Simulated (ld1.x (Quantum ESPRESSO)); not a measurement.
# Scattering properties, TM potential for niobium (Nb)

| Quantity | Value |
| --- | --- |
| Element | Nb |
| Generator | ld1.x (Quantum ESPRESSO) 7.5 |
| Type | norm-conserving Troullier–Martins (Kleinman–Bylander form) |
| Functional | LDA (PZ) |
| Relativity | scalar-relativistic |
| Frozen core | [Ar] 3d10 |
| Valence charge | 13 |
| Reference configuration | 4s2 4p6 4d3 5s0 5p0 (charge +2) |
| Partial waves | 4s (bound): rc 1.30 bohr; 4p (bound): rc 2.20 bohr; 4d (bound): rc 2.30 bohr |
| Local potential | all-electron potential smoothed inside 1.50 bohr (lloc = -1) |
| Core correction | a·sin(br)/r model core inside 0.90 bohr |

The phase is arctan(r·u′/u) with u = r·R(r), unwrapped; energies in Ry, scanned from -8 to 5 Ry. A pole is an energy at which the radial function vanishes at the test radius. The pseudo phase is shifted by a multiple of π to meet the all-electron one at the reference energy, and phase errors are pseudo minus all-electron; the curves can meet again beyond the range given. Levels narrower than the energy grid can be missing from the lists of poles.

Task: For each channel, where are the poles, and over which energies does the pseudopotential scatter like the atom?

Result:

| channel | radius (bohr) | reference energy (Ry) | poles, all-electron | poles, pseudo | unbroken range about the reference energy with phases within 0.05 rad | phase error 1 Ry above the reference energy (rad) |
| --- | --- | --- | --- | --- | --- | --- |
| s | 2.50 | -5.59 | -5.51, 2.35 | -5.51, 2.05 | below -1.3 | -0.000 |
| p | 2.50 | -3.82 | -3.64, 3.69 | -3.64, 3.12 | below -0.6 | -0.001 |
| d | 2.50 | -1.42 | -0.74 | -0.74 | below 1.8 | +0.001 |

Phases in the s channel:

| E (Ry) | all-electron | pseudo |
| --- | --- | --- |
| -8.00 | 1.397 | 1.397 |
| -7.76 | 1.392 | 1.392 |
| -7.52 | 1.387 | 1.387 |
| -7.28 | 1.381 | 1.381 |
| -7.04 | 1.373 | 1.373 |
| -6.80 | 1.365 | 1.364 |
| -6.56 | 1.353 | 1.353 |
| -6.32 | 1.335 | 1.335 |
| -6.08 | 1.303 | 1.303 |
| -5.84 | 1.200 | 1.200 |
| -5.60 | -1.282 | -1.283 |
| -5.36 | -1.678 | -1.678 |
| -5.12 | -1.732 | -1.733 |
| -4.88 | -1.759 | -1.759 |
| -4.64 | -1.778 | -1.778 |
| -4.40 | -1.794 | -1.794 |
| -4.16 | -1.810 | -1.810 |
| -3.92 | -1.827 | -1.827 |
| -3.68 | -1.845 | -1.845 |
| -3.44 | -1.865 | -1.866 |
| -3.20 | -1.889 | -1.890 |
| -2.96 | -1.917 | -1.918 |
| -2.72 | -1.951 | -1.953 |
| -2.48 | -1.994 | -1.998 |
| -2.24 | -2.051 | -2.056 |
| -2.00 | -2.127 | -2.136 |
| -1.76 | -2.237 | -2.252 |
| -1.52 | -2.403 | -2.429 |
| -1.28 | -2.662 | -2.709 |
| -1.04 | -3.049 | -3.124 |
| -0.80 | -3.504 | -3.587 |
| -0.56 | -3.879 | -3.946 |
| -0.32 | -4.127 | -4.176 |
| -0.08 | -4.286 | -4.324 |
| 0.16 | -4.392 | -4.423 |
| 0.40 | -4.467 | -4.493 |
| 0.64 | -4.523 | -4.546 |
| 0.88 | -4.566 | -4.587 |
| 1.12 | -4.600 | -4.621 |
| 1.36 | -4.629 | -4.649 |
| 1.60 | -4.653 | -4.673 |
| 1.84 | -4.674 | -4.695 |
| 2.08 | -4.693 | -4.715 |
| 2.32 | -4.710 | -4.734 |
| 2.56 | -4.726 | -4.752 |
| 2.80 | -4.741 | -4.769 |
| 3.04 | -4.755 | -4.788 |
| 3.28 | -4.769 | -4.807 |
| 3.52 | -4.783 | -4.828 |
| 3.76 | -4.798 | -4.852 |
| 4.00 | -4.812 | -4.880 |
| 4.24 | -4.828 | -4.915 |
| 4.48 | -4.845 | -4.962 |
| 4.72 | -4.864 | -5.029 |
| 4.96 | -4.885 | -5.139 |
